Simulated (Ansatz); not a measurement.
C₅HF₆O₂− (`O=C([CH-]C(=O)C(F)(F)F)C(F)(F)F`). The species carries charge -1 and has multiplicity 1. All single points use the PBE0-D4/def2-TZVPD geometry. It is one conformer, not always the lowest.

```xyz
14

O    -0.456    1.495   -0.767
C    -0.523    0.269   -0.772
C     0.019   -0.707    0.080
C     0.824   -0.560    1.227
O     1.253   -1.488    1.913
C     1.229    0.864    1.705
F     1.990    0.795    2.807
F     1.950    1.529    0.792
F     0.170    1.620    2.029
C    -1.359   -0.360   -1.931
F    -0.627   -1.188   -2.707
F    -2.398   -1.094   -1.477
F    -1.872    0.567   -2.740
H    -0.199   -1.742   -0.157
```

Give the Mulliken charges with PBE, r2SCAN, ωB97M-V in def2-TZVPPD. (Estimate.)

Ansatz gave: 
```tsv
atom	PBE	r2SCAN	ωB97M-V
O1	-0.63	-0.76	-0.72
C2	0.35	0.79	0.52
C3	-0.50	-0.81	-0.67
C4	-0.12	0.21	0.23
O5	-0.58	-0.70	-0.69
C6	1.09	1.11	0.96
F7	-0.27	-0.31	-0.29
F8	-0.26	-0.29	-0.25
F9	-0.26	-0.29	-0.25
C10	1.00	1.07	0.96
F11	-0.27	-0.30	-0.28
F12	-0.27	-0.30	-0.28
F13	-0.25	-0.28	-0.27
H14	-0.04	-0.13	0.04
```
